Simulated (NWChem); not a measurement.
System: AlH2O2 cation; SMILES [OH][Al+][OH]

NWChem input:

```
start job
memory heap 200 mb stack 900 mb global 1100 mb
charge 1
geometry units angstroms noautoz
  Al    -0.006542     0.115062     0.013831
  O      1.166123     0.310029    -1.054658
  H      1.867487     0.426731    -1.694177
  O     -1.179019    -0.078985     1.082629
  H     -1.880583    -0.195921     1.721951
end
basis spherical
  * library def2-svp
end
dft
  xc optx lyp
  iterations 150
  mulliken
end
task dft energy
```

The geometry was optimised at PBE0/def2-SVP.

Q: What results follow from this input? (OLYP/def2-SVP.) Quantities: energy (Ha); highest occupied level (eV); orbital gap (eV).

A: 
```yaml
energy (Ha): -393.64
highest occupied level (eV): -13.82
orbital gap (eV): 5.04
```
